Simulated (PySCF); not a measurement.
Compound: C₃H₄N₂O₃S.
Atom-mapped SMILES: `[CH3:1][S:2](=[O:3])(=[O:4])[c:5]1[n:6][cH:7][o:8][n:9]1` (hydrogens: H10, H11, H12 on C1; H13 on C7)

Vertical excitations from PySCF (density fitting, frozen core in the response, grid level 2 and gas phase unless stated; continuum runs use non-equilibrium linear response for the excitations) on a GFN2-xTB geometry. Reference run:

```csv
settings,"S1, eV (f)","S2, eV (f)","S3, eV (f)","S4, eV (f)","S5, eV (f)","S6, eV (f)","T1, eV (Tamm–Dancoff)",mean α (au)
"PBE0/def2-SVPD, full TDDFT, 6 singlets",5.84 (0.002),6.14 (0.003),6.31 (0.015),6.69 (0.028),6.92 (0.002),7.26 (0.047),4.48,74.7
```

Task: What do these settings give: PBE0/aug-cc-pVDZ, full TDDFT, 25 singlets?

Result: 
```
                                 settings    S1, eV (f)    S2, eV (f)    S3, eV (f)    S4, eV (f)    S5, eV (f)    S6, eV (f)  T1, eV (Tamm–Dancoff)  mean α (au)
PBE0/aug-cc-pVDZ, full TDDFT, 25 singlets  5.86 (0.001)  6.13 (0.003)  6.29 (0.014)  6.65 (0.027)  7.01 (0.002)  7.21 (0.055)                      –         76.2
```

S1 moves by +0.02 eV. States are counted by energy in each run and needn't keep their character from row to row.

Task: Give the leading configurations of S1 (H = HOMO, L = LUMO) and the HOMO–LUMO gap of each run.

Result: 
| settings | S1 configurations (weight) | S1 (eV) | orbital gap (eV) | S1 − gap (eV) |
| --- | --- | --- | --- | --- |
| PBE0/def2-SVPD, full TDDFT, 6 singlets | H−3→L 0.60, H−1→L 0.34 | 5.84 | 7.22 | -1.38 |
| PBE0/aug-cc-pVDZ, full TDDFT, 25 singlets | H−3→L 0.52, H−1→L 0.41 | 5.86 | 7.19 | -1.33 |

Shape of the structure used: `[CH3:1][S:2](=[O:3])(=[O:4])[c:5]1[n:6][cH:7][o:8][n:9]1`: C1–S2–C5–N6 -14°.

One conformer stands for the species.
